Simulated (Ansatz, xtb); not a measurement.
**C4H5BOS: which of two isomers lies lower**

Structure a is `Bc1occc1S`, a singlet and structure b is `Bc1cocc1S`, a singlet. Both are isolated molecules in the gas phase, relaxed with r2SCAN-D4/def2-SVP; the shapes shown needn't be the lowest conformers.

a (Å):

```xyz
12

C    -1.4992   -0.5677    0.9990
C    -0.8357   -2.5786    0.3545
C    -0.5001   -1.7465   -0.6875
C    -0.9236   -0.4518   -0.2801
B    -2.1204    0.4140    1.9507
O    -1.4189   -1.9186    1.3497
S    -0.7237    0.9732   -1.2604
H    -2.5514    0.0498    3.0151
H    -2.1851    1.5811    1.6372
H    -0.7075   -3.6518    0.4949
H    -0.0145   -2.0260   -1.6208
H    -1.2904    1.8233   -0.3738
```

b (Å):

```
atom    x (Å)    y (Å)    z (Å)
   C  -1.2940  -0.6577   0.9285
   C  -1.4353  -2.0158   1.1729
   C  -1.1543  -1.8657  -0.9879
   C  -1.1079  -0.5829  -0.5170
   B  -1.3382   0.4233   1.9956
   O  -1.3556  -2.7386   0.0562
   S  -0.8685   0.8538  -1.4928
   H  -1.2078   1.5949   1.7188
   H  -1.5072   0.1137   3.1511
   H  -1.5957  -2.5705   2.0968
   H  -1.0686  -2.3158  -1.9732
   H  -0.9309   1.7106  -0.4499
```

Energies in hartree; the thermal terms are from GFN2-xTB frequencies at re-optimised GFN2-xTB minima (ideal gas, soft modes damped towards free rotors, one conformer each, 298.15 K, 1 atm) and include the zero-point energy:

```
                              a           b
E, CCSD(T)/def2-SVP  −652.101173  −652.095417
    E, MP2/def2-SVP  −652.015271  −652.008523
  E, MP2/def2-TZVPP  −652.661682  −652.654879
  zero-point energy     0.077935     0.077568
       H(298 K) − E     0.085791     0.085607
       G(298 K) − E     0.047086     0.046482
```

Problem. Correct the CCSD(T) difference for the basis set by the MP2 change, then work out ΔE, ΔE₀, ΔH and ΔG for a → b in kJ/mol (1 Eh = 2625.50 kJ/mol) and the equilibrium ratio [b]/[a].

Solution. 1. Differences b − a: CCSD(T) +0.005756, MP2 in the small set +0.006748, MP2 in the large set +0.006803 Eh.
2. ΔE = +0.005756 + (+0.006803 − (+0.006748)) = +0.005811 Eh = +15.26 kJ/mol.
3. ΔE₀ = ΔE + ΔZPE = +0.005811 + (−0.000367) Eh = +14.29 kJ/mol.
4. ΔH = ΔE + (−0.000184) Eh = +14.77 kJ/mol.
5. ΔG = ΔE + (−0.000604) Eh = +13.67 kJ/mol, so ΔS = (ΔH − ΔG)/T = +3.7 J/(mol K).
6. kT = 0.9442 mEh, so K = [b]/[a] = exp(−ΔG/kT) = exp(−5.51) ≈ 0.004.

Structure a is favoured at this temperature. An error of 4 kJ/mol in ΔG would change K by a factor of 5. Mirror images and further conformers aren't counted.

As drawn, both hold the same kinds of bond in the same numbers.

Other levels gave ΔE = +17.8 (GFN2-xTB); +18.0 (HF/STO-3G, GFN2-xTB geometries); +25.2 (r2SCAN-D4/def2-SVP//GFN2-xTB); +24.8 (r2SCAN-D4/def2-SVP); +9.5 (HF/def2-SVP); +17.7 (MP2/def2-SVP); +15.1 (CCSD(T)/def2-SVP) kJ/mol. The correlated steps freeze 11 core orbitals. Programs: Ansatz 0.2.0, xtb 6.7.1.
